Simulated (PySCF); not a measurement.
Computed properties of Sn(OH)(SiH3) (H4OSiSn), SMILES [SiH3][Sn][OH]

Sn(OH)(SiH3) (H4OSiSn), SMILES [OH][Sn][SiH3] (connectivity only; charge and spin as stated), neutral, multiplicity 1. The structure is a stationary point at PBE0-D3(BJ)/def2-SVP. The def2 effective core potentials stand for the cores of Sn; spin–orbit coupling is left out. One conformer was computed; it need not be the lowest. All values are computed for the isolated molecule unless a solvent is named; none is compared with measurement here.

**Structure.** All 15 harmonic modes at PBE0-D3(BJ)/def2-SVP (PySCF) are real, so it is a minimum. With heavy atoms numbered as in [Sn:1]([OH:2])[SiH3:4], the shortest bond between them is Sn1–O2 at 2.004 Å and the longest Sn1–Si4 at 2.697 Å.

**Vibrations.** The strongest infrared lines (harmonic, unscaled, degenerate partners summed) lie at 840 cm⁻¹ (265 km/mol, H 91 %, Si 9 %), 770 cm⁻¹ (113 km/mol, H 93 %), 2203 cm⁻¹ (109 km/mol, H 96 %). The softest mode is at 31 cm⁻¹ and the zero-point energy is 23.0 kcal/mol.

**Electronic structure.** CAM-B3LYP/def2-TZVPD (PySCF) places the frontier levels at -7.56 and -1.87 eV, a gap of 5.69 eV, and gives a dipole moment of 1.46 D and a mean polarisability of 84.7 bohr³.

**Excitations.** TDA-B3LYP/def2-SVPD (PySCF) has S1 at 2.38 eV (521 nm, f = 0.005, weak); the most intense of the 10 singlets computed lies at 6.01 eV (f = 0.89). T1 (TDA) is at 1.67 eV, 0.71 eV under S1.
